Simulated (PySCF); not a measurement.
Two species compared at the same levels of theory.

First species: C6H6B2Cl2.
SMILES: `BC1=CC(B(Cl)Cl)=CC=C1`

Second species: C6H16OSi2.
SMILES: `CC(C)[Si@@H]1CC[Si@H](C)O1`

Levels: wB97X-D/def2-SVPD for HOMO energy, LUMO energy, HOMO–LUMO gap and static isotropic polarisability; TDDFT wB97X-D/def2-SVPD for lowest singlet excitation. Geometries: PBE0-D3(BJ)/def2-SVP. Each structure is a single optimised conformer of the isolated species, non-relativistic unless stated; the electronic structure was computed with PySCF and density fitting.

The conformers computed, where there is a choice (atom-mapped SMILES and torsion angles):
- `[BH2:1][c:2]1[cH:3][cH:4][cH:5][c:6]([B:7]([Cl:8])[Cl:9])[cH:10]1`: C5–C6–B7–Cl8 -1°

The conformers of `CC(C)[Si@@H]1CC[Si@H](C)O1` aren't listed.

Values for the first species:

| Item | Value |
| --- | --- |
| HOMO energy | -9.75 eV |
| LUMO energy | -0.78 eV |
| HOMO–LUMO gap | 8.97 eV |
| Lowest singlet excitation | 4.68 eV |
| Static isotropic polarisability | 127.3 au |

(1) Estimate the same properties for the second species, and the change in each.

Answers

(1) 
| property | first | second | second less first |
| --- | --- | --- | --- |
| HOMO energy | -9.75 eV | -9.49 eV | +0.26 eV |
| LUMO energy | -0.78 eV | 2.16 eV | +2.94 eV |
| HOMO–LUMO gap | 8.97 eV | 11.65 eV | +2.68 eV |
| lowest singlet excitation | 4.68 eV | 7.54 eV | +2.86 eV |
| static isotropic polarisability | 127.3 au | 121.5 au | -5.8 au |

On the first: The principal polarisabilities are 74.3, 138.1 and 169.7 au; their mean is the isotropic value. No computed singlet falls in the visible range (750 to 380 nm, 1.65 to 3.26 eV); S1 lies 1.42 eV above its blue end.

On the second: The 10 singlets span 7.54 to 8.49 eV, and their oscillator strengths add up to 0.29. The polarisability is 18.01 Å³ as a volume (1 au = 0.148185 Å³), or 1.38 au for each of the 88 electrons.
